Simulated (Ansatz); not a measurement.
Steps of a relaxation of C3H11BN2, SMILES `CC(C)B(N)N` with RKS PBE0-D4/def2-TZVP.

```sh
$ ansatz run in.yaml --threads 4 --pin off --events-out ev --progress --plain --max-ram 11315MiB
```

```yaml
crystal:
  periodic: [false, false, false]
  atoms:
    - {symbol: C, position_ang: [-0.452083, -1.685270, -0.081314]}
    - {symbol: C, position_ang: [0.295968, -0.449347, 0.455496]}
    - {symbol: C, position_ang: [1.757018, -0.443324, -0.014359]}
    - {symbol: B, position_ang: [-0.517849, 0.884142, 0.073260]}
    - {symbol: N, position_ang: [-0.165885, 1.628323, -1.087343]}
    - {symbol: N, position_ang: [-1.614998, 1.276148, 0.894063]}
    - {symbol: H, position_ang: [0.050219, -2.634016, 0.209790]}
    - {symbol: H, position_ang: [-0.504782, -1.667797, -1.191214]}
    - {symbol: H, position_ang: [-1.496204, -1.728548, 0.290728]}
    - {symbol: H, position_ang: [0.300418, -0.517367, 1.569279]}
    - {symbol: H, position_ang: [2.320760, 0.425302, 0.384095]}
    - {symbol: H, position_ang: [2.295236, -1.364874, 0.296204]}
    - {symbol: H, position_ang: [1.828811, -0.402662, -1.124350]}
    - {symbol: H, position_ang: [0.614850, 1.364376, -1.683642]}
    - {symbol: H, position_ang: [-0.659199, 2.457925, -1.413475]}
    - {symbol: H, position_ang: [-2.211600, 2.083600, 0.718722]}
    - {symbol: H, position_ang: [-1.859781, 0.772889, 1.743960]}
basis:
  gaussian: {orbitals: def2-TZVP}
hamiltonian: {xc: pbe0, dispersion: d4}
relax: {f_tol: 0.005, max_steps: 150}
```

Positions (Å) and forces (eV/Å) along the path, 7 of 14 steps:

```xyz
17
step=1 energy=-6943.9777 eV
C    -0.452   -1.685   -0.081   -0.120   -0.244   -0.136
C     0.296   -0.449    0.455   -0.040    0.044    0.261
C     1.757   -0.443   -0.014    0.265   -0.034   -0.143
B    -0.518    0.884    0.073    0.006    0.001   -0.024
N    -0.166    1.628   -1.087    0.047    0.177   -0.257
N    -1.615    1.276    0.894   -0.226    0.124    0.182
H     0.050   -2.634    0.210   -0.220    0.482   -0.123
H    -0.505   -1.668   -1.191    0.048    0.008    0.524
H    -1.496   -1.729    0.291    0.502    0.032   -0.157
H     0.300   -0.517    1.569    0.015   -0.002   -0.520
H     2.321    0.425    0.384   -0.295   -0.410   -0.177
H     2.295   -1.365    0.296   -0.289    0.432   -0.123
H     1.829   -0.403   -1.124   -0.059   -0.029    0.530
H     0.615    1.364   -1.684   -0.494    0.165    0.396
H    -0.659    2.458   -1.413    0.303   -0.533    0.221
H    -2.212    2.084    0.719    0.392   -0.527    0.097
H    -1.860    0.773    1.744    0.164    0.312   -0.551
17
step=2 energy=-6944.0366 eV
C    -0.445   -1.676   -0.080   -0.075   -0.073   -0.037
C     0.293   -0.444    0.455    0.002    0.018    0.071
C     1.744   -0.449   -0.018    0.104    0.011   -0.041
B    -0.513    0.883    0.075   -0.001   -0.036    0.003
N    -0.167    1.628   -1.079    0.020    0.035   -0.064
N    -1.607    1.274    0.888   -0.053    0.036    0.048
H     0.061   -2.609    0.211   -0.063    0.144   -0.034
H    -0.492   -1.659   -1.179    0.013    0.004    0.156
H    -1.477   -1.724    0.289    0.139    0.000   -0.051
H     0.303   -0.518    1.557   -0.002    0.009   -0.165
H     2.305    0.413    0.367   -0.071   -0.119   -0.055
H     2.270   -1.360    0.301   -0.084    0.130   -0.036
H     1.810   -0.422   -1.117   -0.024   -0.006    0.162
H     0.611    1.375   -1.665   -0.113    0.033    0.095
H    -0.659    2.446   -1.399    0.066   -0.127    0.068
H    -2.201    2.068    0.708    0.102   -0.124    0.013
H    -1.854    0.774    1.726    0.041    0.065   -0.132
17
step=9 energy=-6944.0421 eV
C    -0.453   -1.674   -0.040    0.004    0.006    0.002
C     0.303   -0.437    0.454    0.001   -0.015   -0.002
C     1.739   -0.456   -0.058   -0.007    0.003   -0.005
B    -0.506    0.882    0.075    0.003    0.022   -0.003
N    -0.127    1.661   -1.043    0.000   -0.009    0.009
N    -1.631    1.244    0.855    0.004   -0.021   -0.003
H     0.058   -2.597    0.253   -0.001    0.000   -0.001
H    -0.528   -1.673   -1.132    0.000   -0.001    0.007
H    -1.471   -1.715    0.355    0.006    0.001   -0.002
H     0.340   -0.492    1.551    0.001    0.003   -0.006
H     2.309    0.412    0.284   -0.005   -0.007   -0.001
H     2.269   -1.355    0.274   -0.001    0.002   -0.002
H     1.769   -0.464   -1.154    0.001    0.001    0.010
H     0.679    1.445   -1.600   -0.020    0.002    0.015
H    -0.616    2.485   -1.346    0.007   -0.001   -0.005
H    -2.231    2.025    0.656   -0.001   -0.001    0.007
H    -1.921    0.709    1.653    0.008    0.015   -0.020
17
step=10 energy=-6944.0422 eV
C    -0.455   -1.675   -0.025    0.002    0.010    0.000
C     0.306   -0.435    0.453    0.002   -0.012   -0.001
C     1.737   -0.459   -0.071   -0.007    0.004   -0.004
B    -0.504    0.883    0.073   -0.006    0.017   -0.004
N    -0.113    1.676   -1.031    0.004   -0.010    0.010
N    -1.645    1.231    0.839    0.009   -0.018    0.001
H     0.059   -2.596    0.270    0.001   -0.001    0.000
H    -0.540   -1.682   -1.116    0.001    0.000    0.007
H    -1.470   -1.714    0.380    0.006    0.001   -0.002
H     0.353   -0.481    1.550    0.000    0.001   -0.006
H     2.312    0.408    0.264   -0.004   -0.005   -0.001
H     2.268   -1.358    0.259    0.001   -0.002    0.000
H     1.758   -0.470   -1.167    0.000    0.000    0.008
H     0.701    1.468   -1.578   -0.021   -0.001    0.018
H    -0.600    2.501   -1.333    0.002    0.000   -0.003
H    -2.242    2.014    0.643    0.000    0.000    0.002
H    -1.943    0.690    1.630    0.013    0.014   -0.025
17
step=12 energy=-6944.0422 eV rejected
C    -0.457   -1.677   -0.007    0.001    0.001   -0.002
C     0.308   -0.432    0.451   -0.008   -0.008   -0.007
C     1.734   -0.463   -0.087   -0.001    0.002    0.000
B    -0.505    0.884    0.069    0.012    0.028    0.020
N    -0.096    1.694   -1.014   -0.008   -0.012    0.003
N    -1.660    1.216    0.820    0.006   -0.004   -0.009
H     0.060   -2.596    0.292   -0.001   -0.001    0.000
H    -0.552   -1.696   -1.098    0.001    0.000    0.005
H    -1.468   -1.712    0.407    0.003    0.000   -0.001
H     0.367   -0.469    1.548   -0.002    0.001   -0.007
H     2.314    0.405    0.239   -0.001   -0.001   -0.001
H     2.266   -1.361    0.241    0.000    0.000    0.001
H     1.744   -0.478   -1.183   -0.001    0.000    0.002
H     0.726    1.494   -1.552   -0.002   -0.003    0.004
H    -0.581    2.520   -1.317   -0.003   -0.002    0.002
H    -2.253    2.003    0.630    0.001   -0.002   -0.003
H    -1.965    0.667    1.602    0.005    0.000   -0.007
17
step=13 energy=-6944.0423 eV
C    -0.456   -1.676   -0.013   -0.001    0.002   -0.001
C     0.308   -0.433    0.452    0.003    0.001    0.004
C     1.735   -0.462   -0.082    0.000    0.000    0.000
B    -0.503    0.885    0.073   -0.013   -0.004   -0.010
N    -0.103    1.688   -1.019    0.002    0.002    0.004
N    -1.655    1.220    0.826    0.007    0.004   -0.001
H     0.058   -2.595    0.284    0.000    0.001    0.000
H    -0.548   -1.690   -1.104    0.000    0.000    0.001
H    -1.468   -1.711    0.398    0.000    0.000    0.000
H     0.363   -0.473    1.549    0.001   -0.001   -0.001
H     2.314    0.405    0.247    0.001    0.000    0.000
H     2.266   -1.361    0.247    0.000    0.001    0.000
H     1.749   -0.476   -1.178    0.000    0.000    0.000
H     0.717    1.484   -1.560    0.001   -0.001    0.001
H    -0.589    2.513   -1.323   -0.001   -0.001    0.001
H    -2.251    2.005    0.632    0.001    0.000    0.000
H    -1.957    0.674    1.611    0.000   -0.003    0.002
17
step=14 energy=-6944.0423 eV
C    -0.457   -1.676   -0.010    0.000    0.000   -0.001
C     0.308   -0.432    0.452    0.000    0.000    0.001
C     1.735   -0.462   -0.085    0.000   -0.001    0.000
B    -0.504    0.885    0.072   -0.001    0.002    0.001
N    -0.099    1.691   -1.016    0.000   -0.001   -0.001
N    -1.657    1.218    0.823    0.001    0.001   -0.002
H     0.059   -2.595    0.288    0.000    0.000    0.000
H    -0.550   -1.692   -1.101    0.000    0.000    0.000
H    -1.468   -1.711    0.402    0.000    0.000    0.000
H     0.365   -0.471    1.549    0.000    0.000   -0.001
H     2.314    0.405    0.242    0.000    0.000    0.000
H     2.266   -1.360    0.245    0.000    0.000    0.000
H     1.746   -0.478   -1.181    0.000    0.000    0.000
H     0.722    1.489   -1.555    0.000   -0.001    0.000
H    -0.586    2.516   -1.320    0.000    0.000    0.001
H    -2.253    2.003    0.630    0.000    0.000    0.000
H    -1.962    0.669    1.605    0.000   -0.001    0.001
```

It took 67 s on 4 threads of an Arm Neoverse V2 on a shared host, with 0.82 GiB of host memory at the peak.
